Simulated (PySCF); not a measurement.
Fe: excitation energy

Fe [Ar] 3d6 4s2 (5D) → Fe [Ar] 3d7 4s1 (5F), as a difference of total energies. Computed with PySCF 2.14 in x2c-TZVPPall (6s5p4d2f1g, 64 functions), with the spin-free X2C one-electron Hamiltonian (Gaussian nucleus). Correlated levels: valence and next inner shell: [Ne] frozen. The calculations carry no spin-orbit coupling.

Task: Order these methods by the excitation energy they give, lowest first.
A. MP2 (valence and next inner shell)
B. CCSD (valence and next inner shell)
C. UHF
D. CCSD(T) (valence and next inner shell)

Result: A (0.434 eV), D (1.147 eV), B (1.211 eV), C (2.105 eV).

Errors of the correlated levels include the incompleteness of this basis and the frozen core.

For comparison: 0.875 eV (measured; NIST levels, between the centres of gravity of the two terms).
